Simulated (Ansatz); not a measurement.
Compare A (`[CH3][AlH][SiH2][AlH2]`) with its isomer B (`[CH3][Al]([AlH2])[SiH3]`).

Isolated molecules relaxed with PBE0-D4/def2-TZVP in Ansatz; ΔE leaves out vibrations. CCSD(T)/CBS adds triple-zeta CCSD(T) − MP2 to the extrapolated MP2 energy (def2 sets, frozen cores). DFT in def2-TZVPP. B3LYP here is the variant with VWN-RPA as its local correlation; programs differ in this. Each species was taken in one conformer, which may not be the lowest.

(1) Which isomer does CCSD(T)/CBS put lower? Give the gap. (Best estimate.)

(2) Give E(B) − E(A) in kcal/mol with PBE-D4, B3LYP-D4, PBE0-D4, r2SCAN-D4, B2PLYP, B3LYP, ωB97M-V. (Best estimate.)

Largest T1 diagnostic: 0.013.

Results:

(1) Computed: A, by 4.0 kcal/mol.

(2) The calculation gave: PBE-D4 4.1, B3LYP-D4 4.1, PBE0-D4 4.0, r2SCAN-D4 5.1, B2PLYP 4.0, B3LYP 3.7, ωB97M-V 5.1. None reverses the order clearly.

In def2-TZVPP, CCSD(T) changes the Hartree–Fock value by +1.4 kcal/mol (the triples alone add +0.4 kcal/mol) and MP2 by +2.3 kcal/mol.
